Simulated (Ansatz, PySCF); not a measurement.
CH₈Cl₂Si₃, SMILES [SiH3]C[Si]([SiH3])(Cl)Cl. Atoms are numbered in the order given.

```xyz
14

Si     2.0430     0.5247    -1.8803
C      1.1910    -0.7927    -0.8170
Si    -0.2186    -0.1925     0.2495
Si    -2.1125     0.5637    -0.8997
Cl    -0.8237    -1.7393     1.5132
Cl     0.4750     1.3844     1.4291
H      1.0160     1.3034    -2.6321
H      2.9550    -0.1334    -2.8597
H      2.8275     1.4544    -1.0241
H      0.7924    -1.5865    -1.4733
H      1.9430    -1.2655    -0.1616
H     -1.7739     1.7678    -1.7104
H     -3.1667     0.9062     0.0952
H     -2.6071    -0.5166    -1.8032
```

Geometry optimised at B3LYP-D3(BJ)/def2-SVP. This is a generated structure with no PubChem entry under its InChIKey; it may be hypothetical. The values are those of a single conformer.

Two levels are set side by side: PBE-D3(BJ)/def2-SVP (Ansatz, a program for electronic structure) and B3LYP-D3(BJ)/def2-SVP (Ansatz). Each level has its own optimised geometry; the coordinates shown are those of the second. Frequencies come from the Hessian of PySCF at each geometry. Differences are taken from unrounded values.

```json
[
 {"quantity": "mean bond length (Å)", "B3LYP-D3(BJ)": "1.648"},
 {"quantity": "bond Si1–C2 (Å)", "B3LYP-D3(BJ)": "1.895"},
 {"quantity": "bond C2–Si3 (Å)", "B3LYP-D3(BJ)": "1.867"},
 {"quantity": "bond Si3–Si4 (Å)", "B3LYP-D3(BJ)": "2.341"},
 {"quantity": "bond Si3–Cl5 (Å)", "B3LYP-D3(BJ)": "2.087"},
 {"quantity": "bond Si3–Cl6 (Å)", "B3LYP-D3(BJ)": "2.088"},
 {"quantity": "bond Si1–H7 (Å)", "B3LYP-D3(BJ)": "1.492"},
 {"quantity": "bond Si1–H8 (Å)", "B3LYP-D3(BJ)": "1.491"},
 {"quantity": "bond Si1–H9 (Å)", "B3LYP-D3(BJ)": "1.488"},
 {"quantity": "bond C2–H10 (Å)", "B3LYP-D3(BJ)": "1.104"},
 {"quantity": "bond C2–H11 (Å)", "B3LYP-D3(BJ)": "1.104"},
 {"quantity": "bond Si4–H12 (Å)", "B3LYP-D3(BJ)": "1.491"},
 {"quantity": "bond Si4–H13 (Å)", "B3LYP-D3(BJ)": "1.489"},
 {"quantity": "bond Si4–H14 (Å)", "B3LYP-D3(BJ)": "1.493"},
 {"quantity": "highest harmonic wavenumber (cm⁻¹)", "B3LYP-D3(BJ)": "3098"},
 {"quantity": "mean harmonic wavenumber (cm⁻¹)", "B3LYP-D3(BJ)": "989"},
 {"quantity": "zero-point energy (kcal/mol)", "B3LYP-D3(BJ)": "50.92"}
]
```

What does PBE-D3(BJ) give, and how far is it from B3LYP-D3(BJ)? (The exact figures need the calculation; the answer reports its results.)


```csv
quantity,PBE-D3(BJ),PBE-D3(BJ) minus B3LYP-D3(BJ)
mean bond length (Å),1.658,0.009
bond Si1–C2 (Å),1.901,0.006
bond C2–Si3 (Å),1.874,0.007
bond Si3–Si4 (Å),2.346,0.005
bond Si3–Cl5 (Å),2.092,0.005
bond Si3–Cl6 (Å),2.092,0.004
bond Si1–H7 (Å),1.505,0.013
bond Si1–H8 (Å),1.504,0.013
bond Si1–H9 (Å),1.501,0.013
bond C2–H10 (Å),1.112,0.007
bond C2–H11 (Å),1.112,0.008
bond Si4–H12 (Å),1.504,0.013
bond Si4–H13 (Å),1.502,0.013
bond Si4–H14 (Å),1.506,0.013
highest harmonic wavenumber (cm⁻¹),3051,-47
mean harmonic wavenumber (cm⁻¹),959,-30
zero-point energy (kcal/mol),49.36,-1.56
```

GGA bonds tend to be longer and softer than those of functionals with exact exchange. Differences between two approximate levels are no errors against the true value.
